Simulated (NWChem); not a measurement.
**Correlation energy of H3Ga**

```xyz
4

Ga     0.0000     0.0000     0.0000
H      0.0000     0.0000     1.5807
H      1.3689     0.0000    -0.7903
H     -1.3689     0.0000    -0.7903
```
Charge 0, spin multiplicity 1.

Program: NWChem. Structure: optimised with PBE/def2-SVP, a minimum by its harmonic frequencies.

Basis set: def2-TZVP. Each correlation energy counts from its own Hartree-Fock reference.

The Hamiltonian is non-relativistic. The correlated methods keep 9 core orbitals frozen. The structure started from a generated list of species. Coupled-cluster values serve here as a point of comparison, not as the truth.

Question: Order these methods by the correlation energy they give, lowest first: CR-CCSD[T], MP2, SCS-MP2, CR-CCSD(T).

Answer: CR-CCSD[T] (-254.7 mHa), CR-CCSD(T) (-253.4 mHa), MP2 (-232.9 mHa), SCS-MP2 (-226.8 mHa)
